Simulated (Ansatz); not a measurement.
```xyz
13

B     1.764    0.423    0.962
Si   -0.131    0.246    0.318
C    -0.423    0.986   -1.384
C    -0.792   -1.511    0.392
H     2.223   -0.324    1.779
H     2.471    1.321    0.602
H    -0.878    1.074    1.326
H     0.119    0.427   -2.151
H    -1.484    0.967   -1.644
H    -0.082    2.023   -1.421
H    -0.666   -1.933    1.392
H    -0.263   -2.157   -0.313
H    -1.855   -1.542    0.141
```

Total charge 0; spin multiplicity 1.

Question: List the ωB97M-V/def2-TZVPP orbital energies in eV (the Gaussian-basis code of Ansatz). (An estimate is asked.)

Answer: Computed: Occupied: -1806.21, -280.82, -280.82, -187.98, -147.32, -101.44, -101.42, -101.41, -22.50, -21.75, -17.35, -15.33, -14.05, -13.93, -13.54, -13.46, -12.19, -11.18, -10.84, -9.96. Lowest empty: -0.24, 2.45, 2.80, 3.19, 3.87, 4.07, 4.07, 4.41.
